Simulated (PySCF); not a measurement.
C$_{5}$H$_{11}$O$_{3}$Si (SMILES C=[C][Si](OC)(OC)OC), doublet, geometry from GFN2-xTB; PySCF with BLYP/STO-3G.

Here is a job for PySCF.
```python
from pyscf import gto, scf, dft

mol = gto.Mole()
mol.atom = '''
    C     0.25473358   -2.47061805   -1.61680251
    C     0.43458151   -1.47576521   -0.81249238
    Si    0.01275147    0.09278746    0.08135978
    O     1.23086558    1.15890089   -0.01229605
    C     2.52262048    1.02300604    0.50528301
    O    -0.27218109   -0.21339121    1.64768540
    C    -1.32254073   -0.95640572    2.19301956
    O    -1.30300575    0.84818837   -0.51421680
    C    -1.42236083    1.49488080   -1.74707950
    H     0.99642972   -3.25171015   -1.75398004
    H    -0.64169987   -2.61532883   -2.22087272
    H     2.48925587    0.77650130    1.56758066
    H     3.03822725    1.97398997    0.36594804
    H     3.06434248    0.23438162   -0.02232683
    H    -1.21813836   -2.01275110    1.93297092
    H    -2.28425438   -0.59697246    1.82354500
    H    -1.28174078   -0.84374650    3.27706891
    H    -2.36318200    2.04684569   -1.74331578
    H    -1.43325809    0.76496654   -2.56101375
    H    -0.59213621    2.18462818   -1.90559112
'''
mol.basis = 'sto-3g'
mol.spin = 1
mol.verbose = 5
mol.build()

mf = dft.UKS(mol)
mf.xc = 'blyp'
mf.kernel()
mf.analyze()
```

It wrote (shortened):

```
PySCF version 2.14.0

[INPUT] verbose = 5
[INPUT] max_memory = 4000
[INPUT] num. atoms = 20
[INPUT] num. electrons = 79
[INPUT] charge = 0
[INPUT] spin (= nelec alpha-beta = 2S) = 1
[INPUT] symmetry False subgroup None
[INPUT] Mole.unit = angstrom
[INPUT] Symbol           X                Y                Z      unit          X                Y                Z       unit  Magmom
[...]
[INPUT] ---------------- BASIS SET ----------------
[INPUT] l, kappa, [nprim/nctr], expnt,             c_1 c_2 ...
[INPUT] H
[...]
                                0.62391373        0.53532814
                                0.1688554         0.44463454
[INPUT] C
[...]
                                13.045096         0.53532814
                                3.5305122         0.44463454
[...]
                                0.6834831         0.39951283
                                0.2222899         0.70011547
[...]
                                0.6834831         0.60768372
                                0.2222899         0.39195739
[INPUT] Si
[...]
                                74.28083305       0.5353281423
                                20.10329229       0.4446345422
[...]
                                5.389706871       0.3995128261
                                1.752899952       0.7001154689
[...]
                                0.4125648801      0.2255954336
                                0.1614750979      0.900398426
[...]
                                5.389706871       0.6076837186
                                1.752899952       0.3919573931
[...]
                                0.4125648801      0.5951670053
                                0.1614750979      0.462001012
[INPUT] O
[...]
                                23.808861         0.53532814
                                6.4436083         0.44463454
[...]
                                1.1695961         0.39951283
                                0.380389          0.70011547
[...]
                                1.1695961         0.60768372
                                0.380389          0.39195739

nuclear repulsion = 574.892443934516
number of shells = 40
number of NR pGTOs = 180
number of NR cGTOs = 60
basis = sto-3g
ecp = {}

******** <class 'pyscf.dft.uks.UKS'> ********
method = UKS
initial guess = minao
damping factor = 0
level_shift factor = 0
DIIS = <class 'pyscf.scf.diis.CDIIS'>
diis_start_cycle = 1
diis_space = 8
diis_damp = 0
SCF conv_tol = 1e-09
SCF conv_tol_grad = None
[...]
converged SCF energy = -703.127066595758  <S^2> = 0.75822985  2S+1 = 2.008213
Total Energy =                        -703.127066595758151
[...]
spin_pop of  13 H 1s       -0.00028
spin_pop of  14 H 1s       -0.00016
spin_pop of  15 H 1s        0.00026
spin_pop of  16 H 1s       -0.00007
spin_pop of  17 H 1s        0.00152
spin_pop of  18 H 1s        0.00160
spin_pop of  19 H 1s        0.00001
 ** Mulliken Spin Density (per atom)  **
spin density of  0 C =     -0.12939
spin density of  1 C =      0.94089
spin density of  2 Si =     -0.00779
spin density of  3 O =      0.00487
spin density of  4 C =      0.00009
spin density of  5 O =      0.00387
spin density of  6 C =     -0.00006
spin density of  7 O =      0.04964
spin density of  8 C =     -0.00151
spin density of  9 H =      0.06176
spin density of  10 H =      0.07445
spin density of  11 H =      0.00034
spin density of  12 H =     -0.00004
spin density of  13 H =     -0.00028
spin density of  14 H =     -0.00016
spin density of  15 H =      0.00026
spin density of  16 H =     -0.00007
spin density of  17 H =      0.00152
spin density of  18 H =      0.00160
spin density of  19 H =      0.00001
 ** Mulliken pop alpha/beta on meta-lowdin orthogonal AOs **
 ** Mulliken pop       alpha | beta **
In total            40.00000 | 39.00000
 ** Mulliken atomic charges   ( Nelec_alpha | Nelec_beta ) **
charge of  0C =     -0.13843  (     3.00452      3.13391 )
charge of  1C =     -0.21536  (     3.57812      2.63723 )
charge of  2Si =      0.86941  (     6.56140      6.56919 )
charge of  3O =     -0.27729  (     4.14108      4.13621 )
charge of  4C =     -0.04948  (     3.02479      3.02469 )
charge of  5O =     -0.27564  (     4.13975      4.13589 )
charge of  6C =     -0.04930  (     3.02462      3.02468 )
charge of  7O =     -0.27014  (     4.15989      4.11025 )
charge of  8C =     -0.05041  (     3.02445      3.02596 )
charge of  9H =      0.04656  (     0.50760      0.44584 )
charge of  10H =      0.04291  (     0.51577      0.44132 )
charge of  11H =      0.03871  (     0.48082      0.48047 )
charge of  12H =      0.04711  (     0.47642      0.47647 )
charge of  13H =      0.03597  (     0.48188      0.48215 )
charge of  14H =      0.03600  (     0.48192      0.48208 )
charge of  15H =      0.03844  (     0.48091      0.48065 )
charge of  16H =      0.04741  (     0.47626      0.47633 )
charge of  17H =      0.04785  (     0.47684      0.47531 )
charge of  18H =      0.03581  (     0.48290      0.48129 )
charge of  19H =      0.03986  (     0.48007      0.48006 )
Dipole moment(X, Y, Z, Debye): -0.11669, -0.06344, -0.16607
```
